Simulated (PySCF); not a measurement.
CH4BN2P.
Bonds: N1–C2 (triple), C2–B3, B3–N4, B3–P5. Hydrogens: H6, H7 on N4; H8, H9 on P5.

Method used: delta-SCF UKS SCAN, pcX-2 on the ionised atom, pcseg-1 elsewhere, spin-free X2C (PySCF 2.14.0). Binding energies are ΔSCF values: E(core-ionised, relaxed orbitals) − E(ground state) at a fixed geometry, referred to the vacuum level.

Some binding energies are withheld.

| atom(s) | bonded to | level | binding energy (eV) |
| --- | --- | --- | --- |
| B3 | N, C and P | B 1s | ? |
| C2 | N (triple bond) and B | C 1s | 291.73 |
| N1 | C (triple bond) | N 1s | 405.02 |
| N4 | 2 H and B | N 1s | 406.03 |
| P5 | 2 H and B | P 1s | ? |
| P5 | 2 H and B | P 2p3/2 | ? |

(1) What is the P 2p3/2 binding energy of P5?

(2) Fill in P 1s for P5.

(3) What is the B 1s binding energy of B3?

## Answers

(1) 136.63 eV (three-coordinate phosphorus), with 2p1/2 at 137.53 eV.

(2) 2150.17 eV (three-coordinate phosphorus).

(3) 196.87 eV (three-coordinate boron).

The listed N 1s values span 1.01 eV, from N1 (bonded to C (triple bond)) to N4 (bonded to 2 H and B). Summing the Pauling electronegativity differences to the bonded atoms, each weighted by its formal bond order, gives -1.47 for the lowest site and -2.68 for the highest; the largest sum, -1.47, belongs to N1, 1.01 eV below the top. The smallest sum, -2.68, belongs to N4, 1.01 eV above the lowest.

Which photon energy gives electrons from C 1s of C2 a kinetic energy of 20 eV, and what is their de Broglie wavelength?

hν = 291.73 + 20 = 311.73 eV, recoil neglected; λ = 12.264 Å/√(E/eV) = 2.74 Å.

The 2p values aren't plain energy differences: one relaxed spin-free 2p hole is combined with a matrix within the shell (ground-state 2p orbital-energy differences and spin–orbit coupling). 2p3/2, the mean of its two sublevels, lies a third of the splitting below the shell's mean and 2p1/2 two thirds above it; the statistical areas are 2:1. 2p1/2 minus 2p3/2 (ligand field included): P 0.89 eV. The structure is a single PBE0-D3(BJ)/def2-SVP conformer in the gas phase; no vibrational or solvent corrections.

The values belong to the conformer `[N:1]#[C:2][B:3]([NH2:4])[PH2:5]`: H–N4–B3–C2 180°, H–N4–B3–C2 1°, H–P5–B3–C2 51°, H–P5–B3–C2 148°.
